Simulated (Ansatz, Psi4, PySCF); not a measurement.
sulfur trioxide (O3S), singlet, at a GFN2-xTB geometry. Base run: PySCF with HF/def2-SVP.

Here is a job for PySCF.
```python
from pyscf import gto, scf

mol = gto.Mole()
mol.atom = '''
    O    -0.69178694   -1.23678958   -0.04601210
    S    -0.00000000    0.00000000   -0.00000000
    O    -0.72514024    1.21840142   -0.00209182
    O     1.41692719    0.01838817    0.04810392
'''
mol.basis = 'def2-svp'
mol.verbose = 4
mol.build()

mf = scf.RHF(mol)
mf.kernel()
```

The same geometry, method and basis name were run in Ansatz (a first-principles code) and Psi4 and PySCF, at each program's defaults and at the settings that a row names. The base is PySCF at its defaults. Differences at the defaults can come from grids, fitting, cores and function types together.

```
code and settings                                                           ΔE vs base (mEh)  basis functions      E (Eh)  SCF cycles
--------------------------------------------------------------------------  ----------------  ---------------  ----------  ----------
PySCF, defaults (exact integrals, spherical functions)                                 0.000               60  -621.67346           9
Psi4, defaults (density fitting with its default set, spherical functions)             0.416               60  -621.67304           8
Ansatz, defaults (factorised integrals, spherical functions)                           0.015               60  -621.67344           -
PySCF, density fitting with def2-universal-jkfit                                       0.416               60  -621.67304           9
Psi4, exact integrals, spherical functions                                             0.000               60  -621.67346          10
Ansatz, high accuracy                                                                  0.000               60  -621.67346           -
```
